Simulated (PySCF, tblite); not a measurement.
Compound: C6H6F3P.
Atom-mapped SMILES: `[CH3:1][C:2]1=[C:3]([CH3:4])[P:5]1[C:6]([F:7])=[C:8]([F:9])[F:10]` (hydrogens: H11, H12, H13 on C1; H14, H15, H16 on C4)

Jobs on this species (16 atoms, 84 electrons) with PySCF (density fitting) and tblite. Hardware of each: one thread, Arm Neoverse N1 (aarch64), shared host. Other jobs ran on the host; a repeat could differ by tens of per cent or more.

| level and settings | work | basis functions | SCF cycles | wall time |
| --- | --- | --- | --- | --- |
| CAM-B3LYP/def2-SVPD, IEF-PCM chloroform | 6 singlets by full TDDFT, polarisability | 261 | ? | ? |
| GFN2-xTB | Hessian by finite differences | – | – | ? |
| PBE0/pcSseg-1, IEF-PCM chloroform | shieldings, ring-centre shieldings, charges and field gradients | 207 | 14 | 60 s |
| B3LYP/pcSseg-1 | shieldings, ring-centre shieldings | 207 | 15 | 54 s |
| GFN2-xTB | L-BFGS relaxation | – | – | 2.3 s |
| PBE0/pcSseg-1 | shieldings, ring-centre shieldings, charges and field gradients | 207 | 14 | 58 s |
| PBE0/pcSseg-1, IEF-PCM water | shieldings, ring-centre shieldings | 207 | 14 | 56 s |
| CAM-B3LYP/def2-SVPD | 10 singlets by full TDDFT, 4 Tamm–Dancoff triplets, polarisability, dynamic polarisability, ΔSCF ions | 261 | 13 | 9.1 min |
| PBE0-D3(BJ)/def2-SVP, grid level 1 | geometry optimisation from a GFN2-xTB start shaken at random | 174 | 78 | 4.4 min |

**Question.** Fill in the missing figures.

**Answer.** 
- CAM-B3LYP/def2-SVPD, IEF-PCM chloroform; 6 singlets by full TDDFT, polarisability: 1.9 min, 13 SCF cycles
- GFN2-xTB; Hessian by finite differences: 1.0 s

**Question.** What do all jobs in the table cost together?

**Answer.** About 19 min; the longest takes about 47 % of that, and about 550 times as long as the shortest.
